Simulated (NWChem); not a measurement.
Molecule: NbNH₃O₂F; SMILES [OH][Nb](=[NH])([F])[OH]

```xyz
8

Nb     0.0062    -0.0148     0.0000
N      1.7382     0.1736     0.0000
H      2.7511     0.2327     0.0000
F     -0.4020    -1.8529     0.0000
O     -0.6881     0.8280     1.5447
H     -0.2722     1.2941     2.2754
O     -0.6881     0.8280    -1.5447
H     -0.2722     1.2941    -2.2754
```
Atoms are numbered in this order, from 1.

Computed with NWChem. All runs use the structure optimised with PBE0/def2-SVP. Not confirmed as a minimum by frequencies. def2 effective core potentials on Nb; no spin-orbit coupling. Vertical excitations in the gas phase; the lowest state need not have the same character in each row.

For level PBE/def2-SVP, full TDDFT:

| Quantity | Result |
|---|---|
| lowest state with f > 0.02, singlet (eV) | 5.91 |
| oscillator strength of that bright state | 0.029 |
| orbital gap (eV) | 5.24 |

What are these values for level B3LYP/def2-SVP, full TDDFT?


| Item | Result |
|---|---|
| lowest state with f > 0.02, singlet (eV) | 6.39 |
| oscillator strength of that bright state | 0.043 |
| orbital gap (eV) | 7.00 |
